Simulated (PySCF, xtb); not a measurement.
Si(F)3(NHSiH3) (F3H4NSi2), SMILES F[Si](F)(F)N[SiH3].

GFN2-xTB in xtb at its own geometry gives an orbital gap of 5.69 eV and a dipole moment of 3.14 D.

The structure is a stationary point at B3LYP-D3(BJ)/def2-SVP. Other conformers were not sampled.

Problem. What does PySCF with HF/def2-TZVP give? (An estimate is asked for; the answer gives what the named calculation found.)

Solution. gap 14.69 eV (levels -12.01 and 2.67 eV), dipole 2.72 D.
